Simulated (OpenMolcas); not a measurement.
Pd3+ with 4 ligands (fluoride) in tetrahedral coordination (Td). A charge of +0.25 e stands 3.2 Å behind each ligand. Ligand basis ANO-RCC-VDZP.

```
Program             : OpenMolcas 26.06
Method              : SS-CASPT2, IPEA 0.25 Eh, imaginary shift 0.1 Eh (closed shells correlated: 4s 4p and the ligand valence shells)
Basis               : ANO-RCC-VDZP [6s5p3d1f]
Scalar Hamiltonian  : DKH2, point nucleus
Active space        : 7 electrons in 5 orbitals (4d)
State averaging     : 2S+1 = 4 even, 10 roots; 2S+1 = 2 even, 40 roots
Spin-orbit coupling : RASSI with atomic mean-field integrals over the reference wave functions
```

All ligands move together. At R = 1.83 Å the first state of the same spin is 12920 cm-1, and at R = 1.94 Å it is 10770 cm-1.

Q: A third run gives 10100 cm-1. What distance was it run at?

A: With a power law R^-n the two known points give n = -ln(10770 / 12920) / ln(1.94 / 1.83) = 3.12. Then R = 1.83 × (12920 / 10100)^(1/3.12) = 1.980 Å. The run was at 1.99 Å, so the estimate is off by -0.010 Å.

Roots that are degenerate in the reference are averaged as groups; the widest CASPT2 spread within a group is 2500 cm-1 (the 3-fold group of multiplicity 2 near 27400 cm-1 above the lowest state of its run, R = 1.99). Shifts and gaps below about the spread of the groups concerned are not significant. Over all roots computed the reference weight is 0.72 to 0.75 in R = 1.83, 0.70 to 0.74 in R = 1.94, 0.68 to 0.74 in R = 1.99; the roots of lowest weight are the least certain, and an intruder state may touch them. Ligand-to-metal charge-transfer states are missing. With no ligand orbital active B as a rule stays too high, so bands that hang on it stand too high and its fall with covalency is understated. With one d shell and no ligand orbital active, 10Dq can be off by a tenth or more. The least metal-like active orbital is 77 % on the metal (Löwdin) and no ligand orbital is active, so the numbers are rough (holds for R = 1.83). The least metal-like active orbital is 79 % on the metal (Löwdin) and no ligand orbital is active, so the numbers are rough (holds for R = 1.94). The least metal-like active orbital is 80 % on the metal (Löwdin) and no ligand orbital is active, so the numbers are rough (holds for R = 1.99). No measured value stands beside these numbers; the geometry is a model, was not optimised and need not be the one that this ion takes.
